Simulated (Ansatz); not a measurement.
Stepwise reaction of `[OH][Y]([F])[F]` with water, as a gas-phase model of exchange steps in deposition or etching. ΔE in kJ/mol; ΔG adds harmonic PBE0-D4 terms to CCSD(T)/CBS, at 1 bar.

Computed with Ansatz on PBE0-D4/def2-TZVP structures; ΔE is electronic, products minus reactants. CCSD(T)/CBS adds triple-zeta CCSD(T) − MP2 to the extrapolated MP2 energy (def2 sets, frozen cores). This one scheme is used for every species. Functionals use def2-TZVPP. B3LYP here is the variant with VWN-RPA as its local correlation; programs differ in this. Elements past krypton have def2 core potentials. For Y outer-core shells are correlated without core-valence functions, which leaves a few kJ/mol of doubt a bond. One conformer a species, not always the lowest.

```tsv
step	reaction	PBE-D4	B3LYP-D4	ωB97M-V	CCSD(T)/CBS	ΔG(500 K)
1	`[OH][Y]([F])[F]` + H₂O → `[OH][Y]([OH])[F]` + H–F	60.0	58.5	57.1	54.1	54.2
2	`[OH][Y]([OH])[F]` + H₂O → `[OH][Y]([OH])[OH]` + H–F	63.0	61.8	60.2	56.6	60.6
```

Task: By hand: ΔE of the 2 steps together at CCSD(T)/CBS.

Result: (54.1) + (56.6) = 110.7 kJ/mol, or 55.4 kJ/mol a step.

In ΔE the steps differ by no more than 2.5 kJ/mol. All are uphill at CCSD(T)/CBS. ΔG lies between 54.2 and 60.6 kJ/mol a step. PBE-D4 differs from CCSD(T)/CBS by 5.9 to 6.4 kJ/mol a step. Isolated molecules leave out the surface, adducts and barriers. Largest T1 diagnostic: 0.015.
